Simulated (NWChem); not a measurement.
System: triflate (CF₃O₃S anion); SMILES O=S(=O)([O-])C(F)(F)F

Parts of the log:

```
             Northwest Computational Chemistry Package (NWChem) 7.3.0
             --------------------------------------------------------

 C3V symmetry detected

                             Geometry "geometry" -> ""
                             -------------------------

 Output coordinates in angstroms (scale by  1.889725989 to convert to a.u.)

  No.       Tag          Charge          X              Y              Z
 ---- ---------------- ---------- -------------- -------------- --------------
    1 O                    8.0000     1.02571979     1.02571979     1.25592927
    2 S                   16.0000    -0.00000000    -0.00000000     0.93829027
    3 O                    8.0000     0.37543950    -1.40115929     1.25592927
    4 O                    8.0000    -1.40115929     0.37543950     1.25592927
    5 C                    6.0000    -0.00000000    -0.00000000    -0.96140573
    6 F                    9.0000     1.20977971    -0.32415950    -1.45875973
    7 F                    9.0000    -0.32415950     1.20977971    -1.45875973
    8 F                    9.0000    -0.88562021    -0.88562021    -1.45875973

 Effective nuclear repulsion energy (a.u.)     545.2997239089

      Symmetry information
      --------------------

 Group name             C3v
 Group number             17
 Group order               6
 No. of unique centers     4

                                 NWChem DFT Module
                                 -----------------

 Summary of "ao basis" -> "ao basis" (spherical)
 ------------------------------------------------------------------------------
       Tag                 Description            Shells   Functions and Types
 ---------------- ------------------------------  ------  ---------------------
 O                          cc-pvdz                  6       14   3s2p1d
 S                          cc-pvdz                  8       18   4s3p1d
 C                          cc-pvdz                  6       14   3s2p1d
 F                          cc-pvdz                  6       14   3s2p1d

      Symmetry analysis of basis
      --------------------------

        a1         34
        a2          8
        e          74

  Rotation of axis

            General Information
            -------------------
          SCF calculation type: DFT
          Wavefunction type:  closed shell.
          No. of atoms     :     8
          No. of electrons :    74
           Alpha electrons :    37
            Beta electrons :    37
          Charge           :    -1
          Spin multiplicity:     1
          Use of symmetry is: on ; symmetry adaption is: on
          Maximum number of iterations: 150
          AO basis - number of functions:   116
                     number of shells:    50
          Convergence on energy requested:  1.00D-06
          Convergence on density requested:  1.00D-05
          Convergence on gradient requested:  5.00D-04

              XC Information
              --------------
                         B3LYP Method XC Potential
                     Hartree-Fock (Exact) Exchange  0.200
                        Slater Exchange Functional  0.800 local
                    Becke 1988 Exchange Functional  0.720 non-local
              Lee-Yang-Parr Correlation Functional  0.810
                  VWN I RPA Correlation Functional  0.190 local

             Grid Information
             ----------------
          Grid used for XC integration:  medium
          Radial quadrature: Mura-Knowles
          Angular quadrature: Lebedev.
          Tag              B.-S. Rad. Rad. Pts. Rad. Cut. Ang. Pts.
          ---              ---------- --------- --------- ---------
          O                   0.60       49           8.0       434
          S                   1.00       88           7.0       590
          C                   0.70       49           7.0       434
          F                   0.50       49           9.0       434
          Grid pruning is: on
          Number of quadrature shells:   235
          Spatial weights used:  Erf1

      Superposition of Atomic Density Guess
      -------------------------------------

 Sum of atomic energies:        -957.58632981

 Renormalizing density from      73.00 to     74

      Non-variational initial energy
      ------------------------------

 Total energy =    -967.903390
 1-e energy   =   -2448.446887
 2-e energy   =     935.243773
 HOMO         =      -0.019091
 LUMO         =       0.418178

      Symmetry analysis of molecular orbitals - initial
      -------------------------------------------------

  Numbering of irreducible representations:

     1 a1          2 a2          3 e

  Orbital symmetries:

     1 a1          2 a1          3 e           4 e           5 e
     6 e           7 a1          8 a1          9 a1         10 e
    11 e          12 a1         13 a1         14 a1         15 e
    16 e          17 e          18 e          19 a1         20 a1
    21 e          22 e          23 a1         24 e          25 e
    26 e          27 e          28 a1         29 e          30 e
    31 a2         32 e          33 e          34 e          35 e
    36 a2         37 a1         38 a1         39 e          40 e
    41 a1         42 a1         43 e          44 e          45 a1
    46 a1         47 e

     ---------------------------------------------
      Total Density - Mulliken Population Analysis
     ---------------------------------------------

[...]
```

Level: B3LYP/cc-pVDZ. Sets without diffuse functions describe the anion's extra electron poorly. Geometry: optimised at B3LYP/def2-SVPD. Not confirmed as a minimum by frequencies. B3LYP is NWChem's, with the RPA form of VWN correlation.

Q: Reconstruct the input file.

A: One answer among several that fit: the input that was run:
```
start job
memory heap 200 mb stack 900 mb global 1100 mb
charge -1
geometry units angstroms noautoz
  O      1.025720     1.025720     1.256337
  S      0.000000     0.000000     0.938698
  O      0.375440    -1.401159     1.256337
  O     -1.401159     0.375440     1.256337
  C      0.000000     0.000000    -0.960998
  F      1.209780    -0.324159    -1.458352
  F     -0.324159     1.209780    -1.458352
  F     -0.885620    -0.885620    -1.458352
end
basis spherical
  O library cc-pvdz
  S library cc-pvdz
  C library cc-pvdz
  F library cc-pvdz
end
dft
  xc b3lyp
  iterations 150
  mulliken
end
task dft energy
```
